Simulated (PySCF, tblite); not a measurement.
Potential energy curve for SnH, doublet. Each curve is given relative to its own lowest point near equilibrium.

| R / Å | A | B | C | D |
|---|---|---|---|---|
| 1.34 | 80.3 | 75.2 | 72.4 | 77.2 |
| 1.43 | 45.1 | 41.6 | 39.1 | 39.3 |
| 1.50 | 26.8 | 24.3 | 22.1 | 22.1 |
| 1.62 | 8.3 | 7.1 | 5.7 | 6.4 |
| 1.66 | 4.8 | 3.9 | 2.8 | 3.7 |
| 1.74 | 0.8 | 0.5 | 0.1 | 0.6 |
| 1.78 | 0.1 | 0.0 | 0.0 | 0.0 |
| 1.83 | 0.0 | 0.2 | 0.7 | 0.0 |
| 1.90 | 1.2 | 1.9 | 3.1 | 1.0 |
| 1.94 | 2.5 | 3.4 | 5.0 | 2.0 |
| 2.05 | 7.5 | 9.0 | 11.9 | 6.0 |
| 2.18 | 15.2 | 17.4 | 22.3 | 12.5 |

Energies in mEh.

Question: Match the curves with the methods CASSCF(5,5)/def2-SVP, def2 effective core potentials past Kr (PySCF); tblite with GFN2-xTB, 300 K electronic temperature; PySCF with SC-NEVPT2 on CASSCF(5,5)/def2-SVP, all electrons correlated, def2 effective core potentials past Kr; MP2 on UHF/def2-SVP, 4 core orbitals frozen, def2 effective core potentials past Kr (PySCF 2.14.0).

Answer: A is CASSCF(5,5); B is NEVPT2; C is UMP2; D is GFN2-xTB.

The scan ran from 1.34 to 7.16 Å; beyond the distances shown one of the unrestricted levels run for this scan, shown here or not, changes its spin distribution in one step.
